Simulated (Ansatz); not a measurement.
Species: sum formula SnOF, net charge 0, doublet state. It need not be the lowest isomer of its formula. SMILES: [O]=[Sn][F]
Geometry: optimised at B3LYP-D3(BJ)/def2-TZVP (Ansatz, a quantum-chemistry and plane-wave program).

Wanted: vertical ionisation energy (to the triplet state of charge +1; each state is the SCF solution reached for its spin; for the triplet T1 is 0.046), in eV. Correlated levels leave the core frozen unless marked. Open shells are spin-unrestricted. Spin-orbit coupling is left out. The frozen core is the preceding noble-gas configuration, with the filled d and f shells of earlier blocks. Past Kr the def2 sets carry scalar-relativistic core potentials. CBS(X,Y): correlation extrapolated as X^-3; Hartree-Fock from the larger set. The bracket is a focal-point correction in the basis named.

```tsv
level	program	vertical ionisation energy (eV)
HF/def2-SVPD	Ansatz	9.65
```

Task: Predict the RI-MP2/CBS(def2-TZVPPD,def2-QZVPPD)+[CCSD(T)-MP2]/def2-TZVPPD result (Ansatz).

Result: 10.60 eV, so HF/def2-SVPD differs from it by -0.95 eV.
